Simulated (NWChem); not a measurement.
# C₃H₅FO₂; SMILES C[C@H](F)C(=O)O

```xyz
11

C      1.2242    -1.3140    -0.4906
C      0.1234    -0.6769     0.3267
F     -1.0613    -1.3321     0.1287
C     -0.0114     0.8040     0.0123
O      0.9283     1.5547     0.0153
O     -1.2616     1.1796    -0.2405
H      0.9641    -1.2928    -1.5592
H      2.1623    -0.7627    -0.3441
H      1.3642    -2.3594    -0.1833
H      0.3694    -0.7330     1.4039
H     -1.2297     2.1351    -0.4073
```
Atoms are numbered in this order, from 1.

Computed with NWChem. Pople sets run with spherical d functions. Coordinates come from a PBE0/def2-SVP optimisation. Level: M06-2X/6-31G* with SMD (1 M gas to 1 M solution), gas-phase geometry.

Question: Order these by “cavity-dispersion-structure term (kcal/mol)”, lowest first: water; ethylene glycol; 1,4-dioxane.

Answer: 1,4-dioxane (-1.5), water (4.7), ethylene glycol (5.6)
